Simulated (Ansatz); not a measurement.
This geometry of CH$_{5}$ClSn (8 atoms, charge 0, multiplicity 1) is a first-order saddle point.

Method: Ansatz, RKS PBE/def2-SVP.

```xyz
8
Properties=species:S:1:pos:R:3
Sn 0.258 0.086 -0.528
Cl 1.328 -0.271 1.947
H 1.860 0.093 0.365
H -0.914 1.351 -0.184
C -0.963 -1.720 -0.726
H -1.536 -1.852 0.213
H -1.672 -1.590 -1.568
H -0.323 -2.603 -0.906
```

**Question.** Which two structures does it join? (They come from a converged band through this point; their orientation in space is the band's.)

**Answer.** Bonds broken: Sn1–Cl2, Sn1–H3. Bonds formed: Cl2–H3.

Image 0:

```xyz
8
Properties=species:S:1:pos:R:3
Sn 0.273 -0.009 -0.011
Cl 0.639 -0.225 2.337
H 1.844 0.058 -0.730
H -0.585 1.480 -0.210
C -0.883 -1.734 -0.619
H -1.432 -2.119 0.261
H -1.605 -1.435 -1.404
H -0.211 -2.521 -1.009
```

Image 10:

```xyz
8
Properties=species:S:1:pos:R:3
Sn -0.025 0.299 -1.041
Cl 1.416 -0.046 1.556
H 2.600 -0.189 1.037
H -1.245 1.142 -0.011
C -1.029 -1.679 -0.758
H -1.263 -1.874 0.307
H -1.994 -1.646 -1.310
H -0.423 -2.513 -1.166
```

**Question.** How far does it lie above each of them?

**Answer.** 1.67 eV above the first and 0.32 eV above the second. This is the barrier of this one path; another mechanism may lie lower. The orbitals stay closed-shell, which can raise the energy where a bond breaks towards radicals; this wasn't checked here.

The run took 9.3 min on 1 thread of Intel(R) Xeon(R) Processor @ 2.50GHz (Skylake/Cascade Lake) (shared host), peak memory 0.13 GiB.
